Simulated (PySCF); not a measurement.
## Dipole response of Pt (platinum, neutral)

[Xe] 4f14 5d9 6s1, high-spin 3D determinant. Computed with PySCF 2.14 in aug-cc-pVTZ-PP with one added diffuse shell each of s, p, d, f, g type with ECP60MDF (7s7p6d4f3g, 113 functions), with scalar relativity through the core potential. Coupled (time-dependent) response in atomic units; α is the mean over directions.

```tsv
method	mean α (bohr³)	α xx, yy, zz	C₆ (like pair)	S(−4)
M06	40.85	40.77, 40.77, 41.01	382.5	788.5
```

S(−4) is the Cauchy moment in α(ω) = α(0) + S(−4) ω² + …

Reference α: 48 ± 4 bohr³ (recommended; Schwerdtfeger and Nagle, table of static dipole polarizabilities (2023 update)). Published C₆: 470.0 (Gould and Bucko (2016)).

Spin-orbit coupling is absent.

α(iu) at M06:

```json
{"u (hartree)": "0", "α(iu) (bohr³)": "40.85"}
{"u (hartree)": "0.0500", "α(iu) (bohr³)": "39.01"}
{"u (hartree)": "0.100", "α(iu) (bohr³)": "34.70"}
{"u (hartree)": "0.200", "α(iu) (bohr³)": "25.60"}
{"u (hartree)": "0.300", "α(iu) (bohr³)": "19.28"}
{"u (hartree)": "0.500", "α(iu) (bohr³)": "12.44"}
{"u (hartree)": "0.750", "α(iu) (bohr³)": "8.383"}
{"u (hartree)": "1.00", "α(iu) (bohr³)": "6.162"}
{"u (hartree)": "1.50", "α(iu) (bohr³)": "3.812"}
{"u (hartree)": "2.00", "α(iu) (bohr³)": "2.609"}
{"u (hartree)": "3.00", "α(iu) (bohr³)": "1.439"}
{"u (hartree)": "5.00", "α(iu) (bohr³)": "0.6176"}
```

A single London oscillator, α(iu) = α/(1 + u²/ω²), gives C₆ = (3/4) ω α². Matching the computed C₆ needs ω = 4 × 382.5 / (3 × 40.85²) = 0.306 hartree.

The components differ because the open shell of this determinant is not spherical; for a pure term their mean is the scalar polarisability.

Energies and moments cover only the electrons outside the core potential. Spin-orbit coupling, absent here, splits the open shell strongly.
